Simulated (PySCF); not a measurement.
# Small edits and their spectra

Starting compound: `C[SiH2][C@@H]1CC[C@@H]1C`, C6H14Si.

1H NMR (500 MHz, computed): δ 4.42 (m, 1H), 3.93 (m, 1H), 2.70 (m, 1H), 2.23 (m, 1H), 2.09 (m, 1H), 1.95 (m, 1H), 1.71 (m, 1H), 1.49 (m, 1H), 1.14 (d, 3H), 0.14 (m, 3H). 13C{1H} NMR (computed): δ 33.0 (CH), 29.0 (CH2), 24.3 (CH), 22.9 (CH3), 20.5 (CH2), -5.6 (CH3).

Computed data (PySCF 2.14): geometry: GFN2-xTB, σ from GIAO-PBE0/pcSseg-1. One conformer, no relativistic terms, equivalent nuclei averaged, in vacuum.

Referencing at the same level of theory: 1H (31.72 ppm), 13C (186.93 ppm) vs TMS. Where no couplings were computed, multiplicities follow the n + 1 count of equivalent neighbours, and m marks all less simple cases (inequivalent or close neighbours, rings, F or P nearby). Shifts are as computed. Against solution values, carbons near 30 ppm lie about +3 ppm off and those near 130 ppm about +5 ppm. Of 1309 compounds with measured shifts, 239 miss one by over three times the rms of a fit or turn the order of signals round; such compounds aren't used in these exercises.

(1) What are the spectra after this edit: C replaced by Si, giving `C[SiH2][C@@H]1C[SiH2][C@@H]1C`?

(2) What are the spectra after this edit: C-C bond made double, giving `C[SiH2]C1=C(C)CC1`?

Results:

(1) 1H NMR (500 MHz, computed): δ 4.99 (m, 1H), 4.65 (m, 1H), 4.25 (m, 1H), 3.90 (m, 1H), 2.27 (m, 1H), 1.96 (m, 1H), 1.44 (m, 1H), 1.39 (m, 1H), 1.38 (d, 3H), 0.11 (m, 3H). 13C{1H} NMR (computed): δ 26.0 (CH), 24.6 (CH), 18.8 (CH3), 10.3 (CH2), -6.1 (CH3).

(2) 1H NMR (500 MHz, computed): δ 4.49 (q, 2H), 2.59 (m, 2H), 2.44 (m, 2H), 1.93 (s, 3H), 0.19 (t, 3H). 13C{1H} NMR (computed): δ 172.4 (C), 144.2 (C), 35.9 (CH2), 30.2 (CH2), 21.1 (CH3), -9.3 (CH3).
